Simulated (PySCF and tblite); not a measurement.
Results of a calculation; reference values are marked as such.
C₉H₁₆S, numbered as in [CH3:1][S:2][C@@H:3]1[CH2:4][CH2:5][C@@H:6]2[CH2:7][CH2:8][CH2:9][C@H:10]12.

Geometries GFN2-xTB; weights from PBE0-D3(BJ)/6-31G* energies and GFN2-xTB thermal corrections, with symmetry numbers and mirror pairs. Conformers within 2.5 kcal/mol (GFN2-xTB free energy) were kept, 6 at most. Programs: PySCF with density fitting and tblite.

Rotational constants are equilibrium values for the commonest isotopes; dipoles come from the energy level named.

Torsions listed: C1–S2–C3–C4. The 5-ring runs over atoms 3–4–5–6–10. The 5-ring runs over atoms 6–7–8–9–10.

```json
{"conformer": "1", "shape": "5-ring envelope (ring torsions 40, -24, -1, 26, -41°); 5-ring envelope (ring torsions 40, -40, 25, 0, -25°); -168°", "symmetry": "C1", "weight %": "40.9"}
{"conformer": "2", "shape": "5-ring envelope (ring torsions 40, -24, -1, 26, -41°); 5-ring envelope (ring torsions 40, -40, 25, 0, -24°); -77°", "symmetry": "C1", "weight %": "37.6"}
{"conformer": "3", "shape": "5-ring between envelope and twist (ring torsions 30, -9, -16, 35, -40°); 5-ring between envelope and twist (ring torsions -40, 30, -9, -15, 34°); -174°", "symmetry": "C1", "weight %": "11.2"}
{"conformer": "4", "shape": "5-ring between envelope and twist (ring torsions 31, -10, -15, 34, -40°); 5-ring twist (ring torsions -40, 31, -11, -14, 33°); -80°", "symmetry": "C1", "weight %": "5.6"}
{"conformer": "5", "shape": "5-ring envelope (ring torsions -42, 27, -2, -23, 40°); 5-ring envelope (ring torsions -38, 39, -24, 1, 23°); -86°", "symmetry": "C1", "weight %": "3.5"}
{"conformer": "6", "shape": "5-ring between envelope and twist (ring torsions -38, 20, 6, -29, 42°); 5-ring between envelope and twist (ring torsions 42, -37, 18, 8, -31°); -84°", "symmetry": "C1", "weight %": "1.3"}
```

Sets of constants, in random order:

| set | A (MHz) | B (MHz) | C (MHz) | abs μa (D) | abs μb (D) | abs μc (D) |
| --- | --- | --- | --- | --- | --- | --- |
| P | 1922 | 893 | 739 | 0.51 | 0.89 | 1.30 |
| Q | 2061 | 832 | 716 | 0.74 | 0.21 | 1.62 |
| R | 1919 | 941 | 773 | 0.45 | 1.05 | 1.17 |
| S | 1920 | 865 | 692 | 0.73 | 0.14 | 1.62 |
| T | 2295 | 785 | 666 | 0.30 | 1.63 | 0.42 |
| U | 2166 | 805 | 648 | 0.22 | 1.60 | 0.51 |

Task: Match each set to its conformer.

Result: P is conformer 6, Q is conformer 3, R is conformer 5, S is conformer 1, T is conformer 4, U is conformer 2.

The cap on conformers cut off some of the population, so the set may be incomplete.
